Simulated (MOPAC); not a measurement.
MOPAC input (PM3):

```
PM3 FORCE THERMO(298,298) PRECISE LET CHARGE=-1 GEO-OK AUX(PRECISION=9) THREADS=1
C4H11Ge

Ge    0.36035212 1    0.95659834 1    0.06947548 1
C    -0.42161799 1   -0.76807111 1   -0.12382429 1
C    -0.59112434 1   -1.31020479 1    1.26632271 1
C     0.54462431 1   -1.57758048 1   -0.94004814 1
C    -1.73357720 1   -0.56407904 1   -0.82385667 1
H     1.25370537 1    1.55470837 1   -0.96348894 1
H     0.11124241 1    1.82405777 1    1.25617938 1
H    -1.06264557 1   -2.30632193 1    1.27685974 1
H     0.37723586 1   -1.40347851 1    1.77533631 1
H    -1.22198025 1   -0.64627783 1    1.87271100 1
H     1.51240851 1   -1.67056472 1   -0.42988699 1
H     0.72751369 1   -1.10529986 1   -1.91471665 1
H     0.17981409 1   -2.59884818 1   -1.13655728 1
H    -1.58621103 1   -0.09720478 1   -1.80643204 1
H    -2.39213640 1    0.09266419 1   -0.24065277 1
H    -2.27832662 1   -1.50835300 1   -0.98973947 1
```

From the last part of the output:

```
     H   16   0.011030   0.571658   0.571678   5.263164

          HEAT OF FORMATION =     -55.770108 KCALS/MOLE

          ZERO POINT ENERGY      82.666 KCAL/MOL

           NORMAL COORDINATE ANALYSIS (Total motion = 1 Angstrom)

   Root No.       1         2         3         4         5         6         7         8

                 1 A"      2 A"      1 A'      3 A"      2 A'      4 A"      3 A'      5 A"

                  55.9     133.2     135.9     144.4     168.7     177.0     269.1     393.1

           1   -0.0000   -0.0000    0.0005   -0.0000   -0.0002   -0.0000    0.0333    0.0000
           2    0.0004    0.0049   -0.0047    0.0077    0.0045    0.0072    0.0003   -0.0038
           3    0.0002    0.0028    0.0081    0.0045   -0.0078    0.0042   -0.0005   -0.0022
           4    0.0000    0.0000    0.0003    0.0000   -0.0000    0.0000    0.0047    0.0000
           5   -0.0009   -0.0111    0.0108   -0.0177   -0.0102   -0.0162   -0.0006   -0.0252
           6   -0.0005   -0.0064   -0.0187   -0.0103    0.0176   -0.0094    0.0010   -0.0146
           7   -0.0010   -0.0150    0.0131   -0.0247   -0.0265   -0.0449   -0.0526    0.0017
           8   -0.0007   -0.0062    0.0068   -0.0099   -0.0021   -0.0027    0.0129   -0.0249
           9   -0.0131    0.0003   -0.0085   -0.0066    0.0155   -0.0085    0.0006    0.0231
          10    0.0010    0.0150    0.0131    0.0247   -0.0265    0.0449   -0.0526   -0.0017
          11   -0.0118   -0.0028    0.0040   -0.0106   -0.0124   -0.0087   -0.0069    0.0077
          12    0.0059   -0.0055   -0.0102   -0.0053    0.0095    0.0018   -0.0109   -0.0331
          13   -0.0000   -0.0000   -0.0288   -0.0000    0.0543   -0.0000   -0.0501    0.0000
          14    0.0104   -0.0083    0.0063   -0.0069   -0.0021   -0.0142   -0.0069    0.0397
          15    0.0060   -0.0048   -0.0109   -0.0040    0.0036   -0.0082    0.0119    0.0230
          16   -0.0156   -0.0154    0.0019   -0.0279   -0.0027   -0.0258    0.0269   -0.1157
          17    0.2000    0.0074   -0.0175    0.0141    0.0194    0.0255    0.0015    0.0622
          18   -0.3297    0.0183    0.0291    0.0295   -0.0314    0.0057    0.0027    0.0404
          19    0.0156    0.0154    0.0019    0.0279   -0.0027    0.0258    0.0269    0.1157
          20   -0.1864    0.0195   -0.0165    0.0326    0.0176    0.0176   -0.0031    0.0660
          21    0.3376   -0.0027    0.0297   -0.0025   -0.0325    0.0193    0.0001    0.0339
          22   -0.0014   -0.0196    0.0115   -0.0267   -0.0312   -0.0485   -0.0595    0.0028
          23    0.0016    0.0077   -0.0031    0.0111    0.0221    0.0361    0.0669   -0.0337
          24   -0.0027    0.1368    0.1104   -0.0209    0.1013   -0.0601   -0.0026    0.0284
          25    0.0072    0.0957    0.1205   -0.0484    0.0348   -0.1094   -0.0840    0.0048
          26   -0.0116   -0.0357   -0.0059   -0.0119   -0.0267   -0.0067   -0.0059    0.0101
          27   -0.0225   -0.0620   -0.0599    0.0020   -0.0238    0.0154    0.0021    0.0429
          28   -0.0116   -0.1368   -0.0809   -0.0235   -0.1103   -0.0224   -0.0786    0.0051
          29    0.0080    0.0125    0.0283   -0.0249    0.0052   -0.0274   -0.0085   -0.0523
          30   -0.0233   -0.0673   -0.0650    0.0030   -0.0275    0.0171    0.0020    0.0421
          31   -0.0072   -0.0957    0.1205    0.0484    0.0348    0.1094   -0.0840   -0.0048
          32   -0.0253   -0.0716    0.0549   -0.0042    0.0340    0.0100    0.0011    0.0422
          33    0.0012   -0.0001   -0.0247   -0.0113    0.0113   -0.0135    0.0062   -0.0126
          34    0.0116    0.1368   -0.0809    0.0235   -0.1103    0.0224   -0.0786   -0.0051
          35   -0.0162   -0.0521    0.0422   -0.0098    0.0213    0.0012    0.0025    0.0105
          36    0.0186    0.0444   -0.0569   -0.0231   -0.0182   -0.0323    0.0084   -0.0663
          37    0.0014    0.0196    0.0115    0.0267   -0.0312    0.0485   -0.0595   -0.0028
          38   -0.0016    0.1225   -0.0942   -0.0126   -0.0988   -0.0341   -0.0311    0.0079
          39    0.0027   -0.0614    0.0576    0.0200    0.0313    0.0612   -0.0593   -0.0434
          40    0.0180   -0.0174   -0.0418    0.1664    0.0787   -0.0902   -0.0773   -0.0024
          41    0.0038   -0.0017    0.0112   -0.0701   -0.0109    0.0200    0.0027    0.0427
          42    0.0067    0.0076   -0.0197   -0.0790    0.0184    0.0358   -0.0044    0.0967
          43   -0.0180    0.0174   -0.0418   -0.1664    0.0787    0.0902   -0.0773    0.0024
          44    0.0077    0.0058    0.0116   -0.1034   -0.0106    0.0410    0.0025    0.1052
          45   -0.0000   -0.0053   -0.0195   -0.0214    0.0187   -0.0005   -0.0046   -0.0111
          46   -0.0000   -0.0000   -0.0315   -0.0000    0.0598    0.0000   -0.0566    0.0000
          47    0.0305   -0.0256   -0.0063    0.1625    0.0216   -0.1064   -0.0327    0.0473
          48    0.0176   -0.0148    0.0108    0.0941   -0.0373   -0.0616    0.0565    0.0274

   Root No.       9        10        11        12        13        14        15        16

                 4 A'      6 A"      5 A'      6 A'      7 A'      8 A'      7 A"      8 A"

                 405.4     454.7     507.0     587.8     664.1     933.5     948.9     970.1

           1    0.0001   -0.0000   -0.0005   -0.0187   -0.0021    0.0014    0.0000    0.0000
           2   -0.0010    0.0090    0.0076   -0.0000   -0.0001    0.0000    0.0000   -0.0004
           3    0.0017    0.0052   -0.0132    0.0000    0.0001   -0.0000    0.0000   -0.0002
           4   -0.0002    0.0000   -0.0001    0.0855   -0.0267   -0.0249   -0.0000    0.0000
           5   -0.0194   -0.0255   -0.0095   -0.0000   -0.0001   -0.0003    0.0001   -0.0085
           6    0.0335   -0.0148    0.0165    0.0000    0.0002    0.0005    0.0000   -0.0049
           7   -0.0001   -0.0055   -0.0033    0.0120   -0.0062   -0.0055   -0.0009    0.0289
           8   -0.0196   -0.0277   -0.0104    0.0275   -0.0097    0.0555   -0.0001    0.0123
           9   -0.0457    0.0104   -0.0083   -0.0001    0.0004    0.0012    0.0250   -0.0109
          10   -0.0001    0.0055   -0.0033    0.0120   -0.0062   -0.0055    0.0009   -0.0289
          11    0.0494   -0.0048    0.0124   -0.0136    0.0045   -0.0287    0.0216   -0.0033
          12   -0.0058   -0.0292    0.0049   -0.0239    0.0086   -0.0475   -0.0125    0.0161
          13   -0.0001   -0.0000    0.0079    0.0119   -0.0055   -0.0038    0.0000    0.0000
          14   -0.0197    0.0191   -0.0102   -0.0140    0.0050   -0.0269   -0.0214   -0.0206
          15    0.0341    0.0110    0.0176    0.0242   -0.0087    0.0465   -0.0124   -0.0119
          16   -0.0011    0.2067    0.0089    0.0690    0.3069    0.0032   -0.0001   -0.0003
          17    0.0355   -0.1102   -0.1733   -0.0400   -0.1533   -0.0014    0.0000   -0.0006
          18   -0.0609   -0.0754    0.2936   -0.0261   -0.0999   -0.0004   -0.0000    0.0007
          19   -0.0011   -0.2066    0.0089    0.0690    0.3068    0.0033    0.0001    0.0003
          20    0.0352   -0.1203   -0.1684    0.0425    0.1630    0.0010    0.0000    0.0003
          21   -0.0611   -0.0580    0.2964    0.0217    0.0832    0.0010    0.0000   -0.0008
          22    0.0006   -0.0060   -0.0038   -0.0014   -0.0014    0.0060    0.0006    0.0085
          23   -0.0225   -0.0235   -0.0052    0.1341   -0.0503   -0.0226   -0.0022    0.1636
          24   -0.0561    0.0164   -0.0150   -0.0009    0.0001   -0.0015   -0.0345    0.0129
          25    0.0033   -0.0069   -0.0087   -0.0398    0.0113    0.0576   -0.0324   -0.0336
          26   -0.0835   -0.0076   -0.0348   -0.0046    0.0012    0.1046   -0.1274    0.0226
          27   -0.0859    0.0231   -0.0210    0.0016   -0.0000    0.0032   -0.0379    0.0196
          28    0.0001   -0.0092   -0.0042   -0.0392    0.0098    0.0613    0.0349   -0.0601
          29    0.0476   -0.0507    0.0092   -0.0085    0.0016    0.1169    0.1277   -0.0856
          30   -0.0879    0.0232   -0.0211   -0.0011    0.0006   -0.0043   -0.0378    0.0099
          31    0.0033    0.0069   -0.0087   -0.0398    0.0113    0.0576    0.0325    0.0336
          32    0.1160    0.0162    0.0355    0.0009   -0.0006   -0.0549   -0.0963    0.0282
          33    0.0297   -0.0181    0.0198    0.0048   -0.0011   -0.0892   -0.0917    0.0099
          34    0.0001    0.0092   -0.0042   -0.0392    0.0098    0.0613   -0.0349    0.0601
          35    0.0525   -0.0051    0.0137    0.0052   -0.0013   -0.0545    0.0308   -0.0340
          36   -0.0850   -0.0555   -0.0185    0.0068   -0.0011   -0.1035    0.1296   -0.0791
          37    0.0006    0.0060   -0.0038   -0.0014   -0.0014    0.0060   -0.0006   -0.0085
          38    0.0598    0.0026    0.0156   -0.0659    0.0249    0.0125   -0.0310    0.0926
          39   -0.0084   -0.0286   -0.0029   -0.1168    0.0437    0.0189    0.0153    0.1355
          40   -0.0034    0.0045    0.0152   -0.0380    0.0132    0.0548    0.0336    0.0289
          41   -0.0185    0.0189   -0.0127    0.0036   -0.0014   -0.0491   -0.0308   -0.0286
          42    0.0305    0.0608    0.0219   -0.0037    0.0013    0.0921    0.1279    0.1129
          43   -0.0034   -0.0045    0.0152   -0.0380    0.0132    0.0548   -0.0336   -0.0289
          44   -0.0172    0.0622   -0.0126    0.0014   -0.0004   -0.0554    0.0956    0.0837
          45    0.0312   -0.0139    0.0219   -0.0050    0.0019    0.0884   -0.0904   -0.0810
          46   -0.0014   -0.0000    0.0094   -0.0010   -0.0004    0.0062   -0.0000   -0.0000
          47   -0.0238    0.0312   -0.0042   -0.0661    0.0262    0.0071    0.0304    0.0251
          48    0.0410    0.0181    0.0073    0.1141   -0.0453   -0.0122    0.0176    0.0145

   Root No.      17        18        19        20        21        22        23        24

                 9 A'      9 A"     10 A'     11 A'     10 A"     12 A'     13 A'     11 A"

                 970.7     991.9     993.1    1183.4    1295.2    1296.6    1379.2    1393.1

           1   -0.0000   -0.0000   -0.0001   -0.0029    0.0000   -0.0000    0.0000   -0.0000
           2    0.0003    0.0003    0.0002    0.0000   -0.0003    0.0002    0.0000    0.0000
           3   -0.0005    0.0002   -0.0003   -0.0000   -0.0002   -0.0003   -0.0000    0.0000
           4    0.0002    0.0000    0.0008    0.0932   -0.0000    0.0005    0.0056   -0.0000
           5    0.0049   -0.0102   -0.0056    0.0002    0.0568   -0.0328    0.0005    0.0069
           6   -0.0085   -0.0059    0.0097   -0.0004    0.0329    0.0567   -0.0008    0.0040
           7   -0.0161   -0.0185   -0.0099   -0.0314    0.0007   -0.0008   -0.0145   -0.0077
           8   -0.0068    0.0198    0.0095   -0.0077   -0.0006    0.0002   -0.0259   -0.0046
           9   -0.0189   -0.0148    0.0244    0.0003   -0.0069   -0.0117    0.0005   -0.0028
          10   -0.0161    0.0185   -0.0099   -0.0314   -0.0007   -0.0008   -0.0145    0.0077
          11    0.0197   -0.0030   -0.0259    0.0036   -0.0063    0.0101    0.0125   -0.0047
          12   -0.0035    0.0245    0.0039    0.0068    0.0029   -0.0060    0.0227   -0.0026
          13    0.0323   -0.0000    0.0207   -0.0310    0.0000    0.0012   -0.0136    0.0000
          14   -0.0068   -0.0248    0.0119    0.0039   -0.0118    0.0003    0.0126   -0.0282
          15    0.0117   -0.0143   -0.0205   -0.0067   -0.0068   -0.0005   -0.0218   -0.0163
          16    0.0007    0.0031    0.0008   -0.0084   -0.0025   -0.0000    0.0013   -0.0004
          17   -0.0018   -0.0021   -0.0024    0.0072    0.0039   -0.0021   -0.0013    0.0012
          18    0.0022   -0.0021    0.0032    0.0041    0.0029    0.0036   -0.0008    0.0012
          19    0.0007   -0.0031    0.0008   -0.0084    0.0025   -0.0000    0.0013    0.0004
          20   -0.0010   -0.0029   -0.0016   -0.0072    0.0045   -0.0021    0.0013    0.0016
          21    0.0026   -0.0008    0.0037   -0.0042    0.0019    0.0036    0.0007    0.0004
          22   -0.0056   -0.0024   -0.0006   -0.0090    0.0059   -0.0042   -0.0171   -0.0065
          23   -0.0938   -0.0997   -0.0505   -0.1632   -0.1326    0.0754    0.1161    0.0365
          24    0.0227    0.0124   -0.0216   -0.0002    0.0128    0.0158   -0.0059    0.0178
          25    0.0490    0.0721    0.0010    0.0429   -0.0552    0.0460    0.0848    0.0341
          26    0.1071    0.1387   -0.0659    0.0174   -0.0773    0.1082    0.0438   -0.0135
```

The dipole moment of an ion depends on the origin.
